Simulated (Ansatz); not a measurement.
`C[O][GeH]([Cl])[O][SiH3]` + `F[Si](F)(S)Cl` → `[F][GeH]([Cl])[O][SiH3]` + `CO[Si](F)(S)Cl`  (redistribution)

Program: Ansatz. Geometries: PBE0-D4/def2-TZVP. ΔE: electronic, gas phase. CCSD(T)/CBS adds triple-zeta CCSD(T) − MP2 to the extrapolated MP2 energy (def2 sets, frozen cores). DFT in def2-TZVPP. B3LYP here is the variant with VWN-RPA as its local correlation; programs differ in this. For Ge outer-core shells are correlated without core-valence functions, which leaves a few kJ/mol of doubt a bond. Scalar relativity is left out up to krypton. Each species was taken in one conformer, which may not be the lowest.

Task: Is it downhill or uphill in electronic energy at CCSD(T)/CBS, and by how much? (Estimate.)

Result: Computed: Uphill: ΔE = +8.9 kJ/mol.

Task: What do these levels give: PBE0-D4, B3LYP-D4, ωB97X-V, B2PLYP, B3LYP, CCSD/def2-TZVPP, CCSD(T)/def2-TZVPP, HF/def2-QZVPP, MP2/def2-QZVPP, HF/CBS(def2), MP2/CBS(def2), CCSD/CBS(def2)? (An estimate is asked.)

Result: Ansatz gave: PBE0-D4 4.9, B3LYP-D4 4.5, ωB97X-V 4.0, B2PLYP 4.7, B3LYP 2.7, CCSD/def2-TZVPP 7.5, CCSD(T)/def2-TZVPP 8.5, HF/def2-QZVPP -0.6, MP2/def2-QZVPP 8.5, HF/CBS(def2) -0.7, MP2/CBS(def2) 8.8, CCSD/CBS(def2) 7.9 kJ/mol.

Largest T1 diagnostic among the species: 0.012.

In def2-TZVPP, CCSD(T) changes the Hartree–Fock value by +8.8 kJ/mol (the triples alone add +1.0 kJ/mol) and MP2 by +8.7 kJ/mol.
